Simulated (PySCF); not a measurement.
# Name the molecule from its bond curve

A diatomic of charge 0 contains Sr. Its doublet curve at UHF-MP2 in a double-zeta basis (scalar-relativistic core potentials, PySCF), in eV from the separated fragments:

```tsv
R (Å)	E (eV)
2.257	-3.289
2.362	-3.846
2.467	-4.160
2.546	-4.280
2.625	-4.327
2.704	-4.318
2.809	-4.245
2.940	-4.087
3.098	-3.843
3.308	-3.482
```

The fit gives ωe = 297 cm⁻¹ and the rotational constant Bₑ = 0.09599 cm⁻¹.

**Question.** Which atom is the partner?

**Answer.** The minimum lies at 2.650 Å, so the reduced mass is 16.8576 u Å² cm⁻¹/(Bₑ·Re²) = 25.01 u. With Sr at 87.91 u the partner weighs about 35.0 u: Cl. The molecule is SrCl.

Correlated steps freeze 5 core orbitals. Spin–orbit coupling is left out. The state is the lowest determinant that a PBE0 search found; another state may lie lower at other levels.
